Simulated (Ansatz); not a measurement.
# Bi2N2 in a box, plane waves

Ansatz 0.2.0, DFT PBE, spin-orbit coupling, plane waves, PAW, molecule in a box. The geometry was relaxed with Gaussian bases (PBE0; Bi def2-SVP with ECP60, N def2-SVP).

```yaml
crystal:
  lattice:
    - [11.97, 0.0, 0.0]
    - [0.0, 9.0, 0.0]
    - [0.0, 0.0, 12.08]
  atoms:
    - { symbol: Bi, position: [0.49625146, 0.5, 0.62773924] }
    - { symbol: Bi, position: [0.50387803, 0.5, 0.37251656] }
    - { symbol: "N", position: [0.62418881, 0.5, 0.51537583] }
    - { symbol: "N", position: [0.37593985, 0.5, 0.48487997] }
basis:
  ecutwfc: 420
  ecutrho_ratio: 4
kpoints:
  mp_grid: { grid: [1, 1, 1] }
hamiltonian:
  xc: pbe
scf:
  occupations: { method: gaussian, width: 0.01 }
output:
  forces: true
  eigenvalues: true
  populations: true
  write_density: true
  write_potential: true
  elf: true
  volumetric_format: npy
magnetization:
  noncollinear: true
  spin_orbit: true
```

Command:
```sh
ansatz run input.yaml --threads 2 --pin off --max-ram 5120MiB --backend cpu --events-out ev --progress --plain --runs-dir out
```
It took 18 s on 2 threads of Arm Neoverse V1 (shared host), peak memory 1.6 GiB.

Q: How does the SCF go?

A: 
```
SCF iter   1: F=—  HF=-25645.593407 eV  |F-HF|=—  |Δ(HF+E_count)|=         —  Δρ=3.86e-2
preconditioner: auto → Resta (q_TF=auto, 1.527 Å⁻¹)  ε∞=1.3  [insulator: Δε(μ)=3.711 eV  Ē_g=7.173 eV  σ=0.010 eV  W_gap=1.00  n_s
spin=Noncollinear: Resta preconditioning applied to the charge; magnetization (m_x, m_y, m_z) channels mix plain (no charge-respon
SCF iter   2: F=—  HF=-25639.335534 eV  |F-HF|=—  |Δ(HF+E_count)|=    6.26e0  Δρ=2.63e-2
SCF iter   3: F=—  HF=-25638.522148 eV  |F-HF|=—  |Δ(HF+E_count)|=   8.13e-1  Δρ=8.38e-3
...
SCF iter   8: F=—  HF=-25638.113383 eV  |F-HF|=—  |Δ(HF+E_count)|=   2.72e-3  Δρ=2.04e-4
SCF iter   9: F=—  HF=-25638.113291 eV  |F-HF|=—  |Δ(HF+E_count)|=   9.11e-5  Δρ=8.11e-5
SCF iter  10: F=—  HF=-25638.113280 eV  |F-HF|=—  |Δ(HF+E_count)|=   1.19e-5  Δρ=6.64e-6
SCF iter  11: F=—  HF=-25638.113465 eV  |F-HF|=—  |Δ(HF+E_count)|=   1.86e-4  Δρ=1.92e-6
SCF iter  12: F=-25638.113465 eV  HF=-25638.113465 eV  |F-HF|=3.11e-9  |Δ(HF+E_count)|=   7.83e-9  Δρ=5.56e-7
```

Q: Which levels lie next to the highest filled one (eV, counted from it)?

A: Filled: -2.44, -2.44, -2.06, -2.06, -0.85, -0.85, -0.25, -0.25, 0.00, 0.00. Empty: 0.70, 0.70, 1.96, 1.96, 2.71, 2.71, 3.97, 3.97.

Q: What forces are left at this geometry, relaxed with Gaussian bases (eV/Å)?

A: 
```
Bi  -0.37  0.00 -0.10
Bi   0.37  0.00  0.10
N    0.38  0.00 -0.33
N   -0.38  0.00  0.33
```

The highest of the empty levels listed lie near the vacuum level and may be states of the box.

The Gaussian-basis geometry is a saddle point of its own level.

The forces come from the other functional as well as from the basis.
